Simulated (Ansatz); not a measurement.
```yaml
crystal:
  periodic: [false, false, false]
  atoms:
    - {symbol: N, position_ang: [-1.022285, 1.889567, -1.616153]}
    - {symbol: Sn, position_ang: [0.332152, 2.071376, -0.135408]}
    - {symbol: N, position_ang: [0.338490, 0.054693, 0.381344]}
    - {symbol: Si, position_ang: [1.289285, -0.413011, 1.743854]}
    - {symbol: Si, position_ang: [-0.507359, -1.161413, -0.503933]}
    - {symbol: H, position_ang: [-1.557768, 1.073513, -1.872454]}
    - {symbol: H, position_ang: [-1.300082, 2.687015, -2.167361]}
    - {symbol: H, position_ang: [2.343787, -1.403737, 1.388279]}
    - {symbol: H, position_ang: [0.466713, -1.010090, 2.832750]}
    - {symbol: H, position_ang: [1.955336, 0.810296, 2.278403]}
    - {symbol: H, position_ang: [0.032540, -1.331456, -1.881534]}
    - {symbol: H, position_ang: [-1.956367, -0.836252, -0.641402]}
    - {symbol: H, position_ang: [-0.393943, -2.465401, 0.208316]}
basis:
  gaussian: {orbitals: def2-TZVPP, fitting: {mean_field: cc-pVTZ-jkfit}}
hamiltonian: {xc: {name: B3LYP5}}
```

```sh
$ ansatz run in.yaml --threads 4 --pin off --events-out ev --progress --plain --max-ram 11315MiB
```

How does Ansatz answer? (Best estimate.)

The calculation gave: The input was rejected before any iteration.
```
Functional definition: B3LYP5
Error: <dir> the basis set cc-pVTZ-JKFIT has no functions for Sn
```

B3LYP here is the variant with VWN-RPA as its local correlation; programs differ in this.
